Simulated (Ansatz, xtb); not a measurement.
# C8H8O: which of two isomers lies lower

We compare X, `C=COc1ccccc1`, a singlet, with Y, `Cc1ccccc(=O)c1`, a singlet. Both are isolated molecules in the gas phase, relaxed with PBE-D3(BJ)/def2-SVP, each in the lowest conformer that the search found.

Quicker runs give these differences E(Y) − E(X): GFN2-xTB +11.8 kcal/mol; HF/STO-3G +20.5 kcal/mol (at GFN2-xTB geometries); r2SCAN-D4/def2-SVP +1.1 kcal/mol (at GFN2-xTB geometries).

Problem. Estimate E(Y) − E(X) at the level CCSD(T)/def2-SVP + ΔMP2/def2-TZVPP.

Solution. Not settled: CCSD(T)/def2-SVP + ΔMP2/def2-TZVPP gives E(Y) − E(X) = +2.1 kcal/mol, but this leans on the basis-set step: CCSD(T) alone gives +0.5 kcal/mol.

The same difference at several levels:

```json
{"level": "GFN2-xTB", "geometry": "GFN2-xTB", "E(Y) − E(X) (kcal/mol)": "+11.8", "departure from the last row (kcal/mol)": "+9.7", "job, with rough time for the two": "optimisation, 0.21 s"}
{"level": "HF/STO-3G", "geometry": "GFN2-xTB", "E(Y) − E(X) (kcal/mol)": "+20.5", "departure from the last row (kcal/mol)": "+18.5", "job, with rough time for the two": "single point, 0.58 s"}
{"level": "r2SCAN-D4/def2-SVP", "geometry": "GFN2-xTB", "E(Y) − E(X) (kcal/mol)": "+1.1", "departure from the last row (kcal/mol)": "−1.0", "job, with rough time for the two": "single point, 3.6 s"}
{"level": "PBE-D3(BJ)/def2-SVP", "geometry": "PBE-D3(BJ)/def2-SVP", "E(Y) − E(X) (kcal/mol)": "+0.5", "departure from the last row (kcal/mol)": "−1.6", "job, with rough time for the two": "optimisation, 22 s"}
{"level": "HF/def2-SVP", "geometry": "PBE-D3(BJ)/def2-SVP", "E(Y) − E(X) (kcal/mol)": "+5.2", "departure from the last row (kcal/mol)": "+3.1", "job, with rough time for the two": "part of the CCSD(T) run"}
{"level": "MP2/def2-SVP", "geometry": "PBE-D3(BJ)/def2-SVP", "E(Y) − E(X) (kcal/mol)": "+1.3", "departure from the last row (kcal/mol)": "−0.7", "job, with rough time for the two": "part of the CCSD(T) run"}
{"level": "CCSD(T)/def2-SVP", "geometry": "PBE-D3(BJ)/def2-SVP", "E(Y) − E(X) (kcal/mol)": "+0.5", "departure from the last row (kcal/mol)": "−1.6", "job, with rough time for the two": "single point"}
{"level": "CCSD(T)/def2-SVP + ΔMP2/def2-TZVPP", "geometry": "PBE-D3(BJ)/def2-SVP", "E(Y) − E(X) (kcal/mol)": "+2.1", "departure from the last row (kcal/mol)": "", "job, with rough time for the two": "single point, 2.1 min"}
```

As drawn, Y has 5 C–C, 2 C=C, 1 C=O in place of 2 C–O, 6 C∷C (∷ is an aromatic bond). Structure X has a 6-membered ring (with an aromatic ring), Y a 7-membered ring.

PBE-D3(BJ)/def2-SVP, CCSD(T)/def2-SVP find them nearly level. The largest departure from CCSD(T)/def2-SVP + ΔMP2/def2-TZVPP is that of HF/STO-3G, 18.5 kcal/mol. The last row adds to CCSD(T) the change of the MP2 difference between the two basis sets, here +1.6 kcal/mol.

With thermal terms from frequencies at re-optimised GFN2-xTB minima (ideal gas, soft modes damped towards free rotors, one conformer each, 298.15 K, 1 atm): the zero-point term adds +0.2 kcal/mol; ΔH is +2.5 and ΔG +2.1 kcal/mol.

The correlated steps freeze 9 core orbitals. Programs: Ansatz 0.2.0, xtb 6.7.1; the last row on 4 threads of Intel(R) Xeon(R) Platinum 8488C (Sapphire Rapids) on a shared host.
